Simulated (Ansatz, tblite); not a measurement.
Isomers of SeS4⁺ (doublet), found by a short tight-binding search and relaxed with PBE-D4/def2-SVP in Ansatz.

The xTB rows come from tblite.

Run but left out: HF/STO-3G (B: ⟨S²⟩ 1.45, where a pure state has 0.75); HF/def2-SVP, HF/def2-TZVP, PBE-QIDH/def2-TZVP, MP2/def2-SVP, MP2/def2-TZVP (A: ⟨S²⟩ 1.08 to 1.34, where a pure state has 0.75); HF/STO-3G, BHLYP-D4/def2-TZVP, ωB97M-V/def2-TZVP (C: ⟨S²⟩ 1.15 to 2.35, where a pure state has 0.75); HF/def2-SVP, MP2/def2-SVP, CCSD/def2-SVP, CCSD(T)/def2-SVP (flagged by the program: large difference); HF/STO-3G, BHLYP-D4/def2-TZVP, CCSD/def2-SVP, CCSD(T)/def2-SVP (D: ⟨S²⟩ 1.11 to 2.07, where a pure state has 0.75).

C: At PBE0-D4/def2-SVP, PBE0-D4/def2-TZVP the charge 1 doublet is spin-contaminated (final ⟨S²⟩ up to 0.96, 0.75 for a pure state).

Other spin states weren't relaxed.

A:

```xyz
5

S    -0.0771   -2.1835   -0.4000
S     0.4086    2.9311   -1.0479
S     0.7748    1.1564   -0.4584
S     0.1281   -1.4991    1.6404
Se   -1.2344   -0.4049    0.2659
```

B:

```
atom   x (Å)   y (Å)   z (Å)
  S1   1.079   1.704  -0.353
  S2  -1.071  -0.866   0.796
  S3   0.972  -0.957   0.864
  S4  -0.028  -1.673  -0.883
 Se5  -0.952   1.793  -0.424
```

C:

```csv
atom,x (Å),y (Å),z (Å)
S1,-0.787,-0.903,-0.218
S2,-0.533,1.663,-0.480
S3,1.740,-0.473,0.173
S4,1.417,1.241,-0.871
Se5,-1.838,-1.527,1.397
```

D:

Cartesian coordinates in Å:
```
S 0.693 -0.850 0.419
S -1.616 -0.040 0.768
S 0.594 0.610 -1.574
S 1.918 -0.277 1.733
Se -1.590 0.557 -1.346
```

E:

```xyz
5

S     1.402   -0.508    0.881
S    -0.708    1.120   -1.217
S    -0.967   -0.960   -1.042
S    -0.508   -1.273    0.999
Se    0.780    1.621    0.379
```

Task: Estimate which lies lowest at each level, and how far above it the others are (eV).

Result: 
| level | A | B | C | D | E |
| --- | --- | --- | --- | --- | --- |
| GFN1-xTB | 1.89 | 2.00 | 2.04 | 1.69 | 0.00 |
| GFN2-xTB | 1.01 | 1.04 | 0.88 | 0.78 | 0.00 |
| PBE-D4/def2-SVP | 0.98 | 0.90 | 1.01 | 0.79 | 0.00 |
| PBE-D4/def2-TZVP | 1.13 | 1.04 | 1.24 | 1.01 | 0.00 |
| r2SCAN-D4/def2-TZVP | 1.10 | 1.04 | 1.30 | 1.06 | 0.00 |
| PBE0-D4/def2-SVP | 1.00 | 0.91 | 1.41 | 1.12 | 0.00 |
| PBE0-D4/def2-TZVP | 1.16 | 1.08 | 1.65 | 1.33 | 0.00 |
Point groups (tolerance 0.1 Å): A Cs, B not assigned, C Cs, D Cs, E not assigned. Lower isomers may exist. From def2-SVP to def2-TZVP the PBE0 values move by up to 0.24 eV, so results in the small set are rough.
